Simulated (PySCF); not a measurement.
```xyz
10

O      2.1765     0.0592    -0.2370
Si     0.7408    -0.0860     0.5544
C     -0.7877     0.7893     0.0518
C     -0.7735    -0.7767    -0.2105
H      2.1683     0.2171    -1.1842
H      1.0511    -0.3199     1.9695
H     -0.8081     1.3992    -0.8459
H     -1.5022     1.1384     0.7896
H     -0.7850    -1.0609    -1.2580
H     -1.4801    -1.3597     0.3705
```

Charge 0, multiplicity 1.

Problem. Give the Mulliken and meta-Löwdin atomic charges from PBE-D3(BJ)/def2-TZVP // B3LYP-D3(BJ)/def2-TZVP in PySCF.

Solution. 
```csv
atom,Mulliken (e),meta-Löwdin (e)
O1,-0.48,-0.71
Si2,0.39,0.91
C3,-0.34,-0.50
C4,-0.34,-0.50
H5,0.31,0.35
H6,-0.02,-0.08
H7,0.12,0.13
H8,0.12,0.14
H9,0.12,0.13
H10,0.12,0.14
```
